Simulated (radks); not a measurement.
Values are calculated unless marked as measured or tabulated.
Question: These are the eigenvalues of the occupied orbitals of an atom or ion with whole-number occupations (Ry). Level of theory: scalar-relativistic Kohn-Sham, r2SCAN, spin-polarised, spherical densities, finite nucleus; meta-GGA in the generalised Kohn-Sham scheme; Fermi nuclear charge, rms radius of each element as measured or else 0.836 A^(1/3) + 0.57 fm (a radial shooting solver on a logarithmic mesh with Libxc functionals).

orbital  eigenvalue
1s up     -2648.942
1s down   -2648.941
2s up     -511.2649
2s down   -510.5083
2p up     -471.2193
2p down   -470.6527
3s up     -180.1149
3s down   -179.3556
3p up     -167.2491
3p down   -166.4365
3d up     -150.7438
4s up     -88.35908
4s down   -88.16792

Which element is it, and in what charge state? The configuration may be excited. Open shells, if any, are filled with parallel spins first.

Answer: Z = 54, xenon, charge +32: Xe32+ in [Ar] 3d2 4s2. The list shows which subshells hold electrons but not how many an open one holds; the 1s level, -1324.5 hartree, gives Z - s = 51.5 by -(Z - s)^2/2, which with screening and relativity narrows Z to a few neighbours, and the depths of the outer levels then fix element, charge and occupations together.
